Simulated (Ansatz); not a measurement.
Relaxation of the cluster Si₅Cl₂ with RKS r2SCAN-D4/def2-SVP.

```sh
$ ansatz run in.yaml --threads 4 --pin off --events-out ev --progress --plain --max-ram 4787MiB
```

```yaml
crystal:
  periodic: [false, false, false]
  atoms:
    - {symbol: Si, position_ang: [-1.104390, 4.110080, 0.980160]}
    - {symbol: Si, position_ang: [0.074960, 2.407990, 0.211300]}
    - {symbol: Si, position_ang: [1.748110, -3.793770, -1.277710]}
    - {symbol: Si, position_ang: [1.523610, -1.623370, -0.934540]}
    - {symbol: Si, position_ang: [0.734870, 0.361040, -0.332790]}
    - {symbol: Cl, position_ang: [-0.094760, -4.580920, -0.411620]}
    - {symbol: Cl, position_ang: [-2.882400, 3.118940, 1.765190]}
basis:
  gaussian: {orbitals: def2-SVP}
hamiltonian: {xc: r2scan, dispersion: d4}
scf: {lower_state_search: "off"}
output: {orbitals: {seedname: orbitals}}
relax: {f_tol: 0.02, max_steps: 100}
```

It took 4.2 min on 4 threads of Intel Xeon on a shared host.

Positions (Å) and forces (eV/Å) at steps 1, 2, 3, 4, 5, 6, 7, 8, 9, 10, 11, 12, 13, 14, 15, 16, 17, 18, 19, 20, 21, 22, 23, 24, 25, 26, 27, 28, 29, 30, 31, 32, 33, 34, 35, 36, 37, 38, 39, 40 of 44:

```xyz
7
step=1 energy=-64404.5066 eV
Si   -1.104    4.110    0.980   -1.182    0.924    0.684
Si    0.075    2.408    0.211    0.662   -1.908   -0.529
Si    1.748   -3.794   -1.278   -0.269   -1.618   -0.029
Si    1.524   -1.623   -0.935   -0.700    1.876    0.553
Si    0.735    0.361   -0.333    0.028    0.015   -0.014
Cl   -0.095   -4.581   -0.412    0.669    0.533   -0.291
Cl   -2.882    3.119    1.765    0.793    0.179   -0.374
7
step=2 energy=-64404.8502 eV
Si   -1.074    4.198    0.973   -0.192    0.175    0.111
Si   -0.007    2.312    0.242    0.256   -0.663   -0.197
Si    1.822   -3.828   -1.318   -0.029   -0.284   -0.014
Si    1.409   -1.624   -0.876   -0.224    0.683    0.187
Si    0.631    0.310   -0.286   -0.034   -0.018    0.014
Cl   -0.024   -4.459   -0.436    0.112    0.051   -0.054
Cl   -2.756    3.092    1.700    0.111    0.056   -0.047
7
step=3 energy=-64404.8766 eV
Si   -1.050    4.199    0.960    0.048   -0.020   -0.029
Si   -0.015    2.259    0.241   -0.019    0.217    0.033
Si    1.839   -3.809   -1.325    0.020    0.050   -0.005
Si    1.373   -1.593   -0.853    0.118   -0.164   -0.073
Si    0.574    0.283   -0.261   -0.091   -0.046    0.038
Cl   -0.002   -4.427   -0.445   -0.029   -0.043    0.008
Cl   -2.719    3.088    1.682   -0.049    0.006    0.027
7
step=4 energy=-64404.8833 eV
Si   -1.049    4.208    0.960    0.011   -0.019   -0.010
Si   -0.011    2.270    0.239    0.032    0.057   -0.009
Si    1.845   -3.814   -1.329   -0.004    0.023    0.004
Si    1.383   -1.597   -0.857    0.059   -0.013   -0.026
Si    0.552    0.272   -0.251   -0.100   -0.049    0.042
Cl    0.006   -4.447   -0.452    0.007   -0.016   -0.007
Cl   -2.726    3.108    1.689   -0.004    0.017    0.006
7
step=5 energy=-64404.9140 eV
Si   -1.024    4.233    0.947   -0.057   -0.010    0.025
Si    0.016    2.291    0.227    0.136   -0.344   -0.102
Si    1.878   -3.810   -1.346   -0.045   -0.032    0.015
Si    1.419   -1.590   -0.865   -0.109    0.346    0.097
Si    0.387    0.192   -0.181   -0.112   -0.051    0.049
Cl    0.048   -4.493   -0.480    0.080    0.074   -0.033
Cl   -2.723    3.175    1.698    0.106    0.017   -0.051
7
step=6 energy=-64404.9653 eV
Si   -0.987    4.230    0.926   -0.017   -0.010    0.004
Si    0.046    2.273    0.210    0.087   -0.439   -0.086
Si    1.902   -3.777   -1.356   -0.016    0.005    0.001
Si    1.431   -1.552   -0.860   -0.200    0.370    0.144
Si    0.223    0.113   -0.110   -0.053   -0.022    0.026
Cl    0.078   -4.481   -0.496    0.070    0.119   -0.022
Cl   -2.693    3.193    1.687    0.129   -0.022   -0.067
7
step=7 energy=-64405.0443 eV
Si   -0.932    4.212    0.894    0.081   -0.048   -0.049
Si    0.060    2.217    0.198    0.030   -0.353   -0.048
Si    1.929   -3.716   -1.367    0.028    0.109   -0.012
Si    1.409   -1.502   -0.837   -0.190    0.266    0.128
Si    0.060    0.034   -0.039   -0.021   -0.010    0.013
Cl    0.107   -4.418   -0.505    0.006    0.094    0.009
Cl   -2.633    3.173    1.656    0.066   -0.059   -0.040
7
step=8 energy=-64405.1396 eV
Si   -0.861    4.160    0.849    0.119   -0.021   -0.067
Si    0.082    2.133    0.181   -0.043   -0.207    0.004
Si    1.945   -3.619   -1.371    0.068    0.119   -0.034
Si    1.377   -1.427   -0.805   -0.154    0.106    0.094
Si   -0.103   -0.046    0.033   -0.037   -0.019    0.021
Cl    0.125   -4.325   -0.504   -0.009    0.102    0.019
Cl   -2.564    3.123    1.617    0.056   -0.079   -0.038
7
step=9 energy=-64405.2246 eV
Si   -0.777    4.131    0.797    0.191   -0.083   -0.110
Si    0.062    2.052    0.190    0.005   -0.252   -0.024
Si    1.982   -3.524   -1.391    0.079    0.222   -0.027
Si    1.314   -1.390   -0.763   -0.147    0.177    0.093
Si   -0.268   -0.127    0.112    0.052    0.023   -0.018
Cl    0.146   -4.176   -0.497   -0.095   -0.026    0.050
Cl   -2.459    3.035    1.552   -0.084   -0.062    0.035
7
step=10 energy=-64405.2880 eV
Si   -0.685    4.026    0.732    0.024    0.036   -0.016
Si    0.111    1.935    0.164   -0.213   -0.282    0.081
Si    1.979   -3.371   -1.385    0.035   -0.009   -0.035
Si    1.279   -1.271   -0.727   -0.327    0.023    0.172
Si   -0.429   -0.208    0.187    0.222    0.102   -0.090
Cl    0.137   -4.053   -0.477    0.120    0.103   -0.044
Cl   -2.391    2.941    1.506    0.140    0.028   -0.068
7
step=11 energy=-64405.3641 eV
Si   -0.567    3.997    0.648    0.084    0.028   -0.050
Si    0.040    1.822    0.207   -0.149   -0.144    0.067
Si    2.035   -3.240   -1.433    0.069    0.056   -0.050
Si    1.166   -1.262   -0.642   -0.191   -0.026    0.101
Si   -0.593   -0.290    0.268    0.117    0.052   -0.046
Cl    0.238   -4.044   -0.522    0.034    0.027   -0.005
Cl   -2.319    3.018    1.475    0.036    0.007   -0.018
7
step=12 energy=-64405.4312 eV
Si   -0.448    3.950    0.520    0.000   -0.045   -0.015
Si   -0.023    1.706    0.301   -0.113   -0.066    0.058
Si    2.056   -3.072   -1.534   -0.051    0.038    0.013
Si    1.075   -1.272   -0.499   -0.114   -0.055    0.059
Si   -0.757   -0.374    0.345    0.079    0.025   -0.018
Cl    0.358   -4.064   -0.569    0.099    0.076   -0.041
Cl   -2.259    3.126    1.435    0.100    0.026   -0.054
7
step=13 energy=-64405.4724 eV
Si   -0.341    3.889    0.397    0.026   -0.296   -0.011
Si   -0.087    1.597    0.398   -0.003    0.249    0.012
Si    2.056   -2.902   -1.624   -0.192    0.210    0.175
Si    0.993   -1.287   -0.362    0.150   -0.179   -0.142
Si   -0.889   -0.455    0.432   -0.066   -0.034    0.023
Cl    0.456   -4.033   -0.613    0.062    0.021   -0.036
Cl   -2.188    3.190    1.371    0.023    0.028   -0.021
7
step=14 energy=-64405.4960 eV
Si   -0.230    3.771    0.314    0.099   -0.092   -0.040
Si   -0.106    1.492    0.430   -0.152    0.089    0.065
Si    2.041   -2.721   -1.642   -0.027    0.139    0.033
Si    0.917   -1.237   -0.313   -0.054   -0.172   -0.048
Si   -1.031   -0.526    0.488    0.163    0.061   -0.021
Cl    0.508   -3.924   -0.593    0.007   -0.026    0.011
Cl   -2.099    3.145    1.316   -0.036    0.001    0.000
7
step=15 energy=-64405.5168 eV
Si   -0.110    3.690    0.229   -0.019   -0.292    0.066
Si   -0.173    1.420    0.535   -0.051    0.223   -0.003
Si    2.031   -2.555   -1.705   -0.188    0.111    0.181
Si    0.828   -1.260   -0.253    0.013   -0.126   -0.145
Si   -1.127   -0.592    0.592    0.133    0.031   -0.035
Cl    0.607   -3.911   -0.625    0.062    0.070   -0.011
Cl   -2.056    3.208    1.227    0.049   -0.016   -0.054
7
step=16 energy=-64405.5474 eV
Si    0.027    3.585    0.195    0.051   -0.323    0.089
Si   -0.227    1.353    0.634    0.130    0.228   -0.075
Si    2.005   -2.400   -1.750   -0.133    0.140    0.104
Si    0.709   -1.247   -0.281   -0.011    0.070   -0.147
Si   -1.227   -0.646    0.675    0.050   -0.063   -0.020
Cl    0.708   -3.831   -0.581    0.005   -0.037    0.077
Cl   -1.995    3.186    1.108   -0.091   -0.015   -0.028
7
step=17 energy=-64405.6292 eV
Si    0.182    3.459    0.213   -0.119   -0.256    0.188
Si   -0.237    1.274    0.717    0.155   -0.040   -0.122
Si    1.958   -2.249   -1.794   -0.124   -0.137    0.035
Si    0.575   -1.179   -0.375   -0.347    0.315    0.146
Si   -1.325   -0.694    0.750    0.128   -0.103   -0.053
Cl    0.805   -3.735   -0.476    0.207    0.124   -0.047
Cl   -1.959    3.123    0.965    0.099    0.097   -0.146
7
step=18 energy=-64405.7795 eV
Si    0.316    3.343    0.280   -0.358   -0.248    0.224
Si   -0.239    1.181    0.760    0.202   -0.367   -0.241
Si    1.883   -2.130   -1.842   -0.178   -0.318    0.149
Si    0.423   -1.105   -0.461   -0.479    0.600    0.381
Si   -1.409   -0.754    0.834    0.122   -0.083   -0.058
Cl    0.949   -3.651   -0.378    0.361    0.203   -0.241
Cl   -1.924    3.116    0.807    0.330    0.212   -0.213
7
step=19 energy=-64406.1035 eV
Si    0.362    3.250    0.377   -0.227    0.031    0.126
Si   -0.242    1.086    0.744    0.326   -0.877   -0.253
Si    1.779   -2.079   -1.847   -0.034   -0.275    0.000
Si    0.295   -1.039   -0.482   -0.481    1.013    0.394
Si   -1.466   -0.812    0.914   -0.117   -0.105    0.082
Cl    1.138   -3.620   -0.370    0.349   -0.060   -0.139
Cl   -1.866    3.214    0.664    0.184    0.273   -0.210
7
step=20 energy=-64406.4460 eV
Si    0.366    3.188    0.448   -0.521    0.289    0.042
Si   -0.183    0.987    0.798    0.025   -0.887   -0.270
Si    1.690   -2.064   -1.840    0.068   -0.718    0.198
Si    0.177   -0.912   -0.544   -0.456    0.699    0.665
Si   -1.517   -0.852    0.978   -0.051   -0.081    0.035
Cl    1.320   -3.691   -0.377    0.291    0.554   -0.507
Cl   -1.853    3.344    0.537    0.644    0.145   -0.163
7
step=21 energy=-64406.5004 eV
Si    0.283    3.175    0.523    0.959   -0.085    0.108
Si   -0.144    0.869    0.784   -0.236    0.986    0.860
Si    1.618   -2.147   -1.804    0.010    1.121   -1.036
Si    0.100   -0.809   -0.518    0.234   -1.194   -0.820
Si   -1.570   -0.901    1.034   -0.105   -0.064    0.096
Cl    1.475   -3.668   -0.459    0.026   -1.063    0.947
Cl   -1.762    3.480    0.440   -0.890    0.299   -0.154
7
step=22 energy=-64406.7072 eV
Si    0.358    3.120    0.599    0.361   -0.097    0.076
Si   -0.213    0.839    0.836   -0.234    0.507    0.476
Si    1.512   -2.104   -1.895   -0.153    0.462   -0.373
Si    0.016   -0.867   -0.501    0.122   -0.696   -0.407
Si   -1.633   -0.942    1.083    0.032    0.017    0.005
Cl    1.646   -3.573   -0.418    0.154   -0.380    0.350
Cl   -1.687    3.526    0.296   -0.281    0.187   -0.127
7
step=23 energy=-64406.8030 eV
Si    0.401    3.082    0.675   -0.140    0.048   -0.062
Si   -0.306    0.843    0.877   -0.154   -0.111   -0.051
Si    1.390   -2.103   -1.960    0.072   -0.221    0.210
Si   -0.026   -0.931   -0.472    0.075   -0.024    0.134
Si   -1.673   -0.970    1.101   -0.071   -0.023    0.076
Cl    1.836   -3.532   -0.406   -0.043    0.327   -0.309
Cl   -1.622    3.611    0.185    0.261    0.004    0.001
7
step=24 energy=-64406.8834 eV
Si    0.489    2.939    0.600   -0.176   -0.128   -0.037
Si   -0.431    0.786    0.931   -0.002    0.112    0.123
Si    1.390   -1.915   -1.946   -0.065   -0.091    0.296
Si   -0.132   -1.011   -0.369    0.018   -0.098   -0.129
Si   -1.784   -1.029    1.206    0.005   -0.015   -0.005
Cl    1.938   -3.387   -0.478    0.053    0.155   -0.214
Cl   -1.469    3.616    0.056    0.167    0.066   -0.035
7
step=25 energy=-64406.9197 eV
Si    0.503    2.819    0.551   -0.231    0.116   -0.139
Si   -0.488    0.720    1.027   -0.235    0.351    0.156
Si    1.370   -1.810   -1.891    0.090   -0.186    0.157
Si   -0.249   -1.020   -0.338    0.102   -0.371   -0.050
Si   -1.864   -1.083    1.282    0.029   -0.017   -0.030
Cl    2.084   -3.345   -0.566   -0.163    0.389   -0.213
Cl   -1.356    3.719   -0.065    0.408   -0.281    0.120
7
step=26 energy=-64406.9796 eV
Si    0.601    2.694    0.437   -0.512   -0.232   -0.009
Si   -0.608    0.736    1.072    0.229    0.110   -0.028
Si    1.390   -1.644   -1.858   -0.081   -0.138    0.295
Si   -0.289   -1.071   -0.272    0.029    0.082   -0.024
Si   -1.921   -1.112    1.326    0.006   -0.016   -0.043
Cl    2.094   -3.240   -0.606   -0.028    0.270   -0.178
Cl   -1.267    3.636   -0.098    0.357   -0.076   -0.013
7
step=27 energy=-64407.0591 eV
Si    0.652    2.527    0.399   -0.379   -0.180   -0.024
Si   -0.669    0.705    1.160    0.122    0.064    0.068
Si    1.310   -1.545   -1.864   -0.036   -0.086    0.240
Si   -0.350   -1.051   -0.240    0.016    0.044   -0.058
Si   -1.981   -1.152    1.354    0.038    0.014   -0.041
Cl    2.168   -3.055   -0.610   -0.033    0.205   -0.149
Cl   -1.131    3.572   -0.198    0.273   -0.061   -0.035
7
step=28 energy=-64407.1559 eV
Si    0.674    2.339    0.343   -0.210   -0.178   -0.020
Si   -0.726    0.669    1.296   -0.001    0.096    0.052
Si    1.255   -1.429   -1.851   -0.033    0.020    0.073
Si   -0.397   -0.998   -0.206    0.019    0.078   -0.023
Si   -2.031   -1.204    1.377    0.040    0.008   -0.011
Cl    2.214   -2.890   -0.637   -0.002    0.104   -0.051
Cl   -0.989    3.513   -0.323    0.187   -0.128   -0.021
7
step=29 energy=-64407.2566 eV
Si    0.702    2.152    0.295   -0.187   -0.298    0.060
Si   -0.802    0.670    1.419    0.048    0.035   -0.028
Si    1.205   -1.332   -1.843    0.012    0.062   -0.097
Si   -0.421   -0.902   -0.182   -0.028    0.191    0.150
Si   -2.053   -1.246    1.389    0.057    0.032   -0.027
Cl    2.241   -2.751   -0.657   -0.005    0.071    0.014
Cl   -0.872    3.408   -0.420    0.103   -0.092   -0.072
7
step=30 energy=-64407.3785 eV
Si    0.716    1.960    0.266   -0.165   -0.304    0.100
Si   -0.871    0.678    1.535    0.090   -0.046   -0.120
Si    1.158   -1.241   -1.855    0.042    0.018   -0.095
Si   -0.418   -0.787   -0.149   -0.112    0.340    0.256
Si   -2.060   -1.278    1.388    0.077    0.026   -0.044
Cl    2.246   -2.620   -0.668   -0.009    0.094   -0.006
Cl   -0.770    3.289   -0.517    0.078   -0.127   -0.091
7
step=31 energy=-64407.4916 eV
Si    0.736    1.801    0.279   -0.162   -0.212    0.065
Si   -0.922    0.687    1.622    0.129   -0.094   -0.143
Si    1.108   -1.167   -1.868    0.108   -0.035   -0.049
Si   -0.434   -0.668   -0.136   -0.176    0.283    0.345
Si   -2.053   -1.299    1.388    0.077    0.019   -0.081
Cl    2.251   -2.500   -0.675   -0.073    0.161   -0.052
Cl   -0.687    3.146   -0.611    0.097   -0.124   -0.085
7
step=32 energy=-64407.5714 eV
Si    0.738    1.667    0.297   -0.008    0.046   -0.044
Si   -0.920    0.660    1.714    0.025   -0.007   -0.044
Si    1.068   -1.080   -1.887    0.020    0.058    0.117
Si   -0.450   -0.580   -0.106   -0.237   -0.015    0.059
Si   -2.060   -1.315    1.378    0.085    0.020   -0.048
Cl    2.225   -2.367   -0.666   -0.009    0.097   -0.060
Cl   -0.602    3.016   -0.729    0.124   -0.199    0.020
7
step=33 energy=-64407.6240 eV
Si    0.798    1.551    0.297   -0.304   -0.152   -0.069
Si   -0.921    0.658    1.744    0.150   -0.014    0.039
Si    1.057   -0.944   -1.829    0.144    0.193   -0.113
Si   -0.579   -0.538   -0.128    0.024   -0.246    0.085
Si   -2.083   -1.316    1.414   -0.054    0.095    0.051
Cl    2.256   -2.263   -0.696   -0.116    0.101    0.054
Cl   -0.527    2.851   -0.803    0.156    0.024   -0.047
7
step=34 energy=-64407.7786 eV
Si    0.790    1.422    0.246   -0.349   -0.258   -0.259
Si   -0.880    0.613    1.781    0.224    0.034   -0.108
Si    1.087   -0.752   -1.809    0.015    0.446    0.209
Si   -0.633   -0.623   -0.097   -0.049   -0.112   -0.129
Si   -2.150   -1.297    1.467   -0.072    0.056    0.141
Cl    2.219   -2.140   -0.692    0.065   -0.075    0.060
Cl   -0.433    2.777   -0.896    0.166   -0.092    0.086
7
step=35 energy=-64407.9951 eV
Si    0.769    1.296    0.166   -0.418   -0.258   -0.300
Si   -0.830    0.585    1.784    0.202    0.071   -0.019
Si    1.128   -0.579   -1.729    0.141    0.438    0.140
Si   -0.709   -0.676   -0.108   -0.166   -0.222   -0.172
Si   -2.191   -1.274    1.520    0.010    0.122    0.141
Cl    2.210   -2.085   -0.696    0.032   -0.042    0.075
Cl   -0.377    2.733   -0.938    0.200   -0.109    0.135
7
step=36 energy=-64408.1443 eV
Si    0.724    1.160    0.085   -0.605    0.207    0.210
Si   -0.772    0.547    1.791    0.138    0.045    0.023
Si    1.186   -0.400   -1.665    0.219   -0.237   -0.338
Si   -0.808   -0.747   -0.134   -0.076   -0.098   -0.218
Si   -2.224   -1.242    1.589    0.110    0.146    0.081
Cl    2.193   -2.007   -0.684    0.039   -0.004    0.065
Cl   -0.298    2.691   -0.983    0.174   -0.059    0.176
7
step=37 energy=-64408.1882 eV
Si    0.617    1.132    0.029   -0.006    0.237   -0.059
Si   -0.739    0.545    1.776    0.032    0.011    0.035
Si    1.248   -0.459   -1.662    0.178   -0.116   -0.280
Si   -0.896   -0.751   -0.207   -0.131   -0.089    0.182
Si   -2.195   -1.204    1.632   -0.079   -0.152   -0.012
Cl    2.275   -2.052   -0.663   -0.190    0.265    0.078
Cl   -0.310    2.789   -0.905    0.196   -0.155    0.056
7
step=38 energy=-64408.2146 eV
Si    0.594    1.091    0.012    0.112    0.079   -0.526
Si   -0.724    0.511    1.778    0.028   -0.088    0.021
Si    1.234   -0.448   -1.762    0.034   -0.020    0.439
Si   -0.952   -0.783   -0.227   -0.059    0.097    0.198
Si   -2.174   -1.244    1.671   -0.041   -0.128   -0.094
Cl    2.226   -1.931   -0.562   -0.079    0.053   -0.108
Cl   -0.203    2.805   -0.911    0.006    0.007    0.071
7
step=39 energy=-64408.2378 eV
Si    0.582    1.114   -0.031   -0.056    0.019   -0.109
Si   -0.696    0.487    1.767   -0.021   -0.020    0.041
Si    1.238   -0.446   -1.730    0.044   -0.122    0.060
Si   -0.961   -0.787   -0.227   -0.010    0.105    0.023
Si   -2.164   -1.274    1.670    0.079    0.000   -0.062
Cl    2.200   -1.946   -0.536   -0.054    0.085   -0.021
Cl   -0.199    2.851   -0.915    0.019   -0.068    0.068
7
step=40 energy=-64408.2453 eV
Si    0.568    1.136   -0.086    0.022   -0.041    0.109
Si   -0.648    0.466    1.754    0.044    0.030   -0.045
Si    1.214   -0.503   -1.717    0.040    0.094   -0.214
Si   -0.978   -0.728   -0.278   -0.099   -0.032    0.063
Si   -2.067   -1.334    1.636   -0.048   -0.039    0.025
Cl    2.120   -1.939   -0.428    0.049   -0.061    0.102
Cl   -0.209    2.902   -0.881   -0.008    0.049   -0.038
```

The structure comes from a short search, and lower isomers may exist.
